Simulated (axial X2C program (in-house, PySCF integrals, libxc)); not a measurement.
Which functional? An output for AgB⁻

An SCF output computed with an axial X2C code built on PySCF integrals for AgB⁻ at 2.101 Å, two-component, state Ω = 1/2, Ag dyall-acv3z [13s13p9d5f3g], B dyall-av3z [8s7p3d2f] (cores contracted in-house), without its first line:

```
basis functions 217  fitting functions 1015  grid points 5080
iter        total energy     max residual
   1      -5332.674783982     1.44e+01
   2      -5337.582317102     4.58e-02
   3      -5337.188750467     1.19e-01
   4      -5337.627048456     2.58e-02
   5      -5337.641642805     7.95e-03
   6      -5337.643080933     4.31e-03
   7      -5337.643527178     1.08e-03
   8      -5337.643549796     7.87e-04
   9      -5337.643561329     7.76e-05
  10      -5337.643561909     7.92e-05
  11      -5337.643562409     5.87e-05
  12      -5337.643563082     6.10e-05
  13      -5337.643564037     3.06e-05
  14      -5337.643564334     1.48e-05
  15      -5337.643564372     5.79e-06
  16      -5337.643564376     1.91e-06
  17      -5337.643564377     4.71e-07
converged
one-electron -7483.45138959  Coulomb 2243.71103716  exact exchange -37.95037998  xc functional -116.31477435  nuclear repulsion 59.18926443  atomic mean-field constant -2.82732205
```

Task: Which level of theory produced it?
A. PW91
B. PBE0
C. HF

Result: B. The exact-exchange term against the functional term shows a share of 0.25 of exact exchange.
